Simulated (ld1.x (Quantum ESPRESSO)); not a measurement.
**calcium (Ca), RRKJ: configuration errors across variants**

| Property | Result |
| --- | --- |
| Element | Ca (Z = 20) |
| Generator | ld1.x (Quantum ESPRESSO) 7.5 |
| Type | norm-conserving RRKJ (Kleinman–Bylander form) |
| Functional | PBE |
| Relativity | scalar-relativistic |
| Frozen core | [Ne] 3s2 |
| Valence charge | 8 |
| Reference configuration | 3p6 3d1 4s1 4p0 |
| Partial waves | 3p (bound): rc 1.95 bohr; 3d (bound): rc 2.00 bohr; 4s (bound): rc 3.00 bohr |
| Local potential | the s channel |
| Core correction | none |
| rho0 | 0.001 |

All-electron excitation energies from the reference (eV): (1) 3p6 3d0 4s2 4p0 -2.282; (2) 3p6 3d0 4s1 4p0 4.027; (3) 3p6 3d0 4s0 4p0 15.848; (4) 3p6 3d0 4s1.5 4p0 0.221; (5) 3p5 3d0 4s2 4p0 32.386; (6) 3p6 3d1 4s0 4p0 5.406; (7) 3p6 3d0 4s0 4p1 7.075.

Errors AE − PS in meV (a dash: test not solved or not reliable):

```csv
change,(1),(2),(3),(4),(5),(6),(7),bound ghosts
base,-36,-15,+35,-28,-500,-2.7,-718,none
core correction a·sin(br)/r model core inside 1.14 bohr,-45,-23,-11,-36,-598,-12,-746,none
core correction a·sin(br)/r model core inside 1.48 bohr,-45,-23,-11,-35,-584,-11,-746,none
core correction a·sin(br)/r model core inside 1.78 bohr,-43,-22,-9.1,-34,-562,-11,-745,none
core correction a·sin(br)/r model core inside 2.00 bohr,-42,-20,-4.5,-33,-544,-11,-740,none
core correction a·sin(br)/r model core inside 2.24 bohr,-41,-18,+3.8,-31,-528,-11,-733,none
```

(1) Give the same row for: core correction a·sin(br)/r model core inside 0.86 bohr.

Results:

(1) -45, -23, -11, -35, -601, -11, -746; bound ghosts: none.
